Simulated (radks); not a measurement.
Effect of the nuclear size on the rhodium ion Rh2+, [Kr] 4d7. Calculated with a radial shooting solver on a logarithmic mesh with Libxc functionals: Dirac Kohn-Sham, PBE, spin-unpolarised, spherical densities, finite nucleus; open shells are shared between the two j in proportion to 2j + 1; Fermi nuclear charge, rms radius 4.4945 fm. The rms radius is varied about that value; shifts are against it.

[
 {"rms radius (fm)": "3.7214", "total energy shift (eV)": "-0.694", "density at nucleus (e/bohr^3)": "1.239e+05", "1s1/2 shift (meV)": "-293", "2s1/2 shift (meV)": "-32.2", "4s1/2 shift (meV)": "-1.08", "5s1/2 (empty) shift (meV)": "-0.138"},
 {"rms radius (fm)": "4.3102", "total energy shift (eV)": "-0.176", "density at nucleus (e/bohr^3)": "1.216e+05", "1s1/2 shift (meV)": "-74.1", "2s1/2 shift (meV)": "-8.15", "4s1/2 shift (meV)": "-0.273", "5s1/2 (empty) shift (meV)": "-0.035"},
 {"rms radius (fm)": "4.4945", "total energy shift (eV)": "0", "density at nucleus (e/bohr^3)": "1.21e+05", "1s1/2 shift (meV)": "0.000", "2s1/2 shift (meV)": "0.000", "4s1/2 shift (meV)": "0.000", "5s1/2 (empty) shift (meV)": "0.000"},
 {"rms radius (fm)": "4.8226", "total energy shift (eV)": "0.329", "density at nucleus (e/bohr^3)": "1.199e+05", "1s1/2 shift (meV)": "139", "2s1/2 shift (meV)": "15.3", "4s1/2 shift (meV)": "0.511", "5s1/2 (empty) shift (meV)": "0.066"},
 {"rms radius (fm)": "5.2406", "total energy shift (eV)": "0.777", "density at nucleus (e/bohr^3)": "1.187e+05", "1s1/2 shift (meV)": "328", "2s1/2 shift (meV)": "36.0", "4s1/2 shift (meV)": "1.21", "5s1/2 (empty) shift (meV)": "0.155"}
]

Slopes of the eigenvalues against <r^2> in GHz/fm^2, as finite differences over the two radii next to the reference (eigenvalue slopes, not the field-shift constants of lines): 1s1/2 11000, 2s1/2 1210, 4s1/2 40.5, 5s1/2 (empty) 5.20.
